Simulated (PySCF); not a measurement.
# Zn²⁺: excitation energy

Zn²⁺ [Ar] 3d10 (1S) → Zn²⁺ [Ar] 3d9 4p1 (high-spin determinant), as a difference of total energies. Computed with PySCF 2.14 in def2-TZVPPD, with no relativity, point nucleus. Correlated levels: valence: [Ar] frozen; valence and next inner shell: [Ne] frozen. The calculations carry no spin-orbit coupling.

```
                                method  excitation energy (cm⁻¹)
                                   UHF                    128420
                                   LDA                    145010
                                   PBE                    140630
                                  PBE0                    139490
                                r2SCAN                    138490
                               wB97M-V                    141650
                                  TPSS                    139770
                                 wB97X                    143430
                                  BP86                    140660
                         MP2 (valence)                    148020
                     SCS-MP2 (valence)                    146110
    MP2 (valence and next inner shell)                    151750
SCS-MP2 (valence and next inner shell)                    149000
```

A first-order spin-orbit estimate (lowest level to lowest level, LS coupling) adds -0.088 eV.

The determinant of the upper state mixes LS terms, which raises its energy above the lowest term, most at the Hartree-Fock and MP2 levels.
